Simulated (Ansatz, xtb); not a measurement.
## CH3CuN: where a starting geometry ends

The starting geometry of this gas-phase doublet has its atoms placed at random.

```xyz
6

C     1.2389   -1.0221    1.1102
Cu    0.0827    0.6815   -0.7623
N    -0.9078   -1.2021   -0.3992
H     0.2482   -0.8932   -0.9227
H     1.6331   -0.9062   -0.7543
H    -1.1766   -1.2132    0.8350
```

Problem. One run relaxed it with r2SCAN-D4/def2-SVP. What is a likely outcome?

Solution. It ends as a structure given below by its coordinates. Distances that change by over a tenth: Cu2–N3 (2.16 → 1.79 Å), N3–H6 (1.26 → 1.02 Å). Contacts that open: Cu2–H4 (1.59 → 2.53 Å). Contacts that close: C1–Cu2 (2.78 → 1.77 Å), C1–H5 (1.91 → 1.10 Å), N3–H4 (1.31 → 1.02 Å).

The energy falls by 8.20 eV over 23 steps:

| step | E − E(last) (eV) |
| --- | --- |
| 1 | 8.203 |
| 3 | 4.457 |
| 6 | 1.815 |
| 8 | 1.238 |
| 11 | 0.702 |
| 13 | 0.492 |
| 16 | 0.213 |
| 18 | 0.092 |
| 21 | 0.002 |
| 23 | 0.000 |

Final geometry (Å):

```xyz
6

C     2.1858   -0.2194    0.1524
Cu    0.4912   -0.6728   -0.1018
N    -1.2161   -1.1351   -0.3591
H    -1.6387   -1.4099   -1.2461
H     3.2384    0.0580    0.3050
H    -1.9422   -1.1760    0.3564
```

From the same start GFN2-xTB ends elsewhere, at `N[CH][Cu]`.

From so rough a start the end depends on the optimiser's path, so another program may land elsewhere. The end wasn't checked by frequencies. Open shells are spin-unrestricted. Run with Ansatz 0.2.0, 2 min on 1 thread of Intel(R) Xeon(R) 6975P-C (Granite Rapids), with other jobs on the host.
